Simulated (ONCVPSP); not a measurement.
# What one change does to a pseudopotential (iridium (Ir), ONCV)

```json
{"Element": "iridium", "Generator": "ONCVPSP 4.0.1", "Type": "optimised norm-conserving Vanderbilt (ONCV)", "Functional": "PBEsol", "Relativity": "scalar-relativistic", "Frozen core": "[Kr] 4d10 4f14 5s2", "Valence charge": "15", "Reference configuration": "5p6 5d7 6s1.5 (charge +0.5)", "Partial waves": "6s: rc 2.25 bohr, ncon 4, nbas 7, qcut 2.6 1/bohr, 2 projectors, debl 2.1 Ha; 5p: rc 1.40 bohr, ncon 3, nbas 7, qcut 10.5 1/bohr, 2 projectors, debl 0.9 Ha; 5d: rc 1.40 bohr, ncon 5, nbas 9, qcut 9.4 1/bohr, local", "Local potential": "the d channel", "Core correction": "polynomial model core, fcfact 0.4"}
```

In the p channel the program set the typed energies aside and used -2.159, 0.250 Ha.

Change: p: qcut 11.

Cutoffs: the cutoffs (Ha) at which the residual kinetic energy of the hardest occupied pseudo-wave falls to 1 and 0.1 mHa per electron; they do not see the model core or the augmentation charge, which bear on the density cutoff. Errors are all-electron minus pseudo energies relative to the spin-unpolarised reference configuration.

Task: Predict the effect on cutoff, ghosts and configuration errors.

Result: The potential gets neither clearly harder nor softer (37 Ha and 43 Ha → 39 Ha and 46 Ha); the errors of the 4 common tests hardly move; neither file shows a bound ghost.

| quantity | base | changed |
| --- | --- | --- |
| cutoff, loose | 37 Ha | 39 Ha |
| cutoff, tight | 43 Ha | 46 Ha |
| loose cutoff by channel | s 7.0 Ha, p 37 Ha, d 18 Ha | s 7.0 Ha, p 39 Ha, d 18 Ha |
| bound ghosts | none | none |
| GHOST(+) flags under 300 eV | s at 8.4 eV | s at 8.4 eV |
| error for 5p6 5d7 6s2, meV [ΔE -4.06 eV] | -0.1 | -0.1 |
| error for 5p6 5d7 6s1, meV [ΔE 5.87 eV] | -4.2 | -4.2 |
| error for 5p6 5d7 6s0, meV [ΔE 23.37 eV] | -33 | -33 |
| error for 5p6 5d8 6s0, meV [ΔE 4.62 eV] | -59 | -59 |
| s: phases at 2.29 bohr within 0.05 rad from the reference energy up to (Ha; the scan ends near 5) | 0.3 | 0.3 |
| p: phases at 1.42 bohr within 0.05 rad from the reference energy up to (Ha; the scan ends near 5) | to the end of the scan | to the end of the scan |
| d: phases at 1.42 bohr within 0.05 rad from the reference energy up to (Ha; the scan ends near 5) | to the end of the scan | to the end of the scan |
| rms error of d²Exc/dni dnj with the model core, mHa | 0.36 | 0.37 |
